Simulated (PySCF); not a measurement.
Species: ZnMe(OH), CH4OZn (singlet state).
Geometry (PBE0-D3(BJ)/def2-SVP, Å), atoms numbered from 1 in this order:
```
atom  x, y, z in Å
Zn1   -0.0571    0.0264   -0.6976
C2    -0.0728    0.0931    1.2289
H3     0.9479    0.0477    1.6391
H4    -0.6449   -0.7471    1.6518
H5    -0.5355    1.0277    1.5827
O6    -0.1454    0.0429   -2.4719
H7     0.5079   -0.4906   -2.9330
```

Method: TDDFT PBE0/def2-SVPD, vertical, gas phase, core orbitals frozen in the response in PySCF 2.14.0, density-fitted response routines.

Transition dipole moments from the ground state, in atomic units and in the frame of the coordinates above (overall signs are arbitrary), for the states with f of 0.002 or more among the lowest 7:

```csv
state,E (eV),μx,μy,μz
S1,6.093,0.294,0.368,-0.013
S2,6.671,0.063,-0.023,0.913
S3,6.871,0.076,0.097,0.003
S4,7.120,0.315,-0.239,0.431
S5,7.184,0.204,0.261,0.011
S6,7.295,0.302,-0.258,-0.856
S7,7.520,-0.064,0.041,-0.393
```

Problem. What oscillator strength does each state have?

Solution. f = (2/3) ΔE |μ|² with ΔE in hartree (27.2114 eV).

```tsv
state	|μ|² (au)	|μ| (D)	f
S1	0.222	1.20	0.033
S2	0.839	2.33	0.137
S3	0.015	0.31	0.003
S4	0.342	1.49	0.060
S5	0.109	0.84	0.019
S6	0.891	2.40	0.159
S7	0.160	1.02	0.030
```

Problem. What angle do the transition dipoles of S5 and S6 make?

Solution. |cos θ| = |μa·μb| / (|μa| |μb|) = 0.05, so θ ≈ 87° (taken between 0 and 90°, since the signs are arbitrary).

Problem. How is the summed strength of these states shared among x, y and z?

Solution. (2/3) Σ ΔE μα² gives 0.056 for x, 0.056 for y and 0.328 for z, 0.440 in all.

Problem. What peak molar absorption coefficient would the strongest computed level give as a lone Gaussian band 0.5 eV wide at half height?

Solution. ε(max) = 2.175×10⁸ f / FWHM, with the width in cm⁻¹. S6: 2.175×10⁸ × 0.1592 / 4033 ≈ 8600 L mol⁻¹ cm⁻¹.

The vertical ionisation energy (ΔSCF) is 10.42 eV, 2.90 eV above S7.
